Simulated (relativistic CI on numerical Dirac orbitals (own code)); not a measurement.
**Line list: Electric-dipole lines, Gd35+**

Calculated at this level of theory: Dirac-Coulomb-Breit CI, orbitals from a KLI potential per configuration, model QED, unscaled Slater integrals (own radial code, finite nucleus).

CI space (outside the closed core [Ar]): 3d10.4s, 3d10.4p, 3d10.4d, 3d10.4f, 3d10.5s, 3d10.5p, 3d10.5d, 3d10.5f, 3d10.5g, 3d10.6s, 3d10.6p, 3d10.6d, 3d9.4s2, 3d10.6f, 3d10.7s, 3d9.4s.4p, 3d10.8s, 3d9.4s.4d, 3d9.4s.4f, 3d9.4s.5s, 3d9.4s.5p, 3d9.4s.5d, 3d9.4s.5f. Double excitations out of closed p, d and f shells are left out; levels of such configurations are missing from the list, as are those of other unlisted configurations, and high levels can miss mixing partners.

```tsv
λ vac (nm)	Lower	Upper	A (s⁻¹)	E lower (eV)	E upper (eV)
0.85828	3d10.4s 2S_1/2 [1]	3d9.4s.4f 2P°_3/2 [123]	1.83e+14	0.00	1444.56
0.85880	3d10.4s 2S_1/2 [1]	3d9.4s.4f 2P°_1/2 [122]	1.88e+14	0.00	1443.70
0.88341	3d10.4s 2S_1/2 [1]	3d9.4s.4f 2D°_3/2 [107]	2.99e+13	0.00	1403.47
0.88391	3d10.4s 2S_1/2 [1]	3d9.4s.4f 4D°_1/2 [106]	2.83e+13	0.00	1402.68
2.0046	3d10.4p 2P°_3/2 [3]	3d10.5d 2D_5/2 [12]	2.06e+12	120.75	739.26
2.2301	3d10.4d 2D_3/2 [4]	3d10.5f 2F°_5/2 [13]	3.74e+12	238.99	794.94
2.2648	3d10.4d 2D_5/2 [5]	3d10.5f 2F°_7/2 [14]	4.07e+12	248.73	796.16
2.7753	3d10.4f 2F°_5/2 [6]	3d10.5g 2G_7/2 [15]	7.88e+12	375.28	822.02
2.7849	3d10.4f 2F°_7/2 [7]	3d10.5g 2G_9/2 [16]	8.14e+12	377.28	822.48
4.3050	3d10.5d 2D_3/2 [11]	3d10.6f 2F°_5/2 [23]	8.04e+11	734.61	1022.61
4.3642	3d10.5d 2D_5/2 [12]	3d10.6f 2F°_7/2 [24]	8.90e+11	739.26	1023.36
7.4668	3d9.4s.4p 4F°_7/2 [28]	3d9.4s.4d 4G_9/2 [54]	3.50e+11	1086.38	1252.42
7.5211	3d10.4p 2P°_1/2 [2]	3d10.4d 2D_3/2 [4]	3.68e+11	74.14	238.99
9.0974	3d10.4d 2D_3/2 [4]	3d10.4f 2F°_5/2 [6]	2.03e+11	238.99	375.28
9.3667	3d9.4s.4p 4F°_9/2 [35]	3d9.4s.4d 4G_11/2 [59]	2.32e+11	1126.45	1258.82
9.5837	3d9.4s2 2D_5/2 [22]	3d9.4s.4p 2D°_5/2 [42]	2.98e+11	1018.46	1147.83
9.6446	3d10.4d 2D_5/2 [5]	3d10.4f 2F°_7/2 [7]	1.83e+11	248.73	377.28
9.6881	3d10.4p 2P°_3/2 [3]	3d10.4d 2D_5/2 [5]	2.15e+11	120.75	248.73
9.7818	3d9.4s2 2D_3/2 [25]	3d9.4s.4p 2F°_5/2 [48]	2.79e+11	1050.64	1177.39
9.8174	3d9.4s2 2D_5/2 [22]	3d9.4s.4p 2F°_7/2 [40]	2.78e+11	1018.46	1144.75
10.268	3d10.4s 2S_1/2 [1]	3d10.4p 2P°_3/2 [3]	1.46e+11	0.00	120.75
16.075	3d10.5p 2P°_1/2 [9]	3d10.5d 2D_3/2 [11]	1.10e+11	657.48	734.61
20.553	3d10.5d 2D_3/2 [11]	3d10.5f 2F°_5/2 [13]	6.16e+10	734.61	794.94
20.582	3d10.5p 2P°_3/2 [10]	3d10.5d 2D_5/2 [12]	6.54e+10	679.03	739.26
21.676	3d10.5s 2S_1/2 [8]	3d10.5p 2P°_3/2 [10]	4.45e+10	621.83	679.03
21.791	3d10.5d 2D_5/2 [12]	3d10.5f 2F°_7/2 [14]	5.56e+10	739.26	796.16
29.280	3d10.6p 2P°_1/2 [18]	3d10.6d 2D_3/2 [20]	4.16e+10	947.62	989.97
37.367	3d10.6p 2P°_3/2 [19]	3d10.6d 2D_5/2 [21]	2.50e+10	959.39	992.57
37.984	3d10.6d 2D_3/2 [20]	3d10.6f 2F°_5/2 [23]	2.36e+10	989.97	1022.61
40.269	3d10.6d 2D_5/2 [21]	3d10.6f 2F°_7/2 [24]	2.14e+10	992.57	1023.36
```

Terms are leading LS components. Brackets give the number of a level in order of energy, since labels repeat. The list gives strong lines, with weight on those to low levels, without lines whose two gauges differ by over a factor of 2.5, among the lowest 123 of 227 levels, so that lines to higher ones, which can be the strongest, are missing. Levels whose partners in the same complex of configurations lie outside the list can be far off, and so can their lines. Rates are taken at the computed energies, electric ones in the length gauge.

At this charge energies of transitions that change n are usually good to better than 1 %, and those within a shell (Δn = 0) to a few per cent.

LS names give the leading component of a level, which can be under half, so a name can repeat, a term be missing and a line seem to break the LS rules.
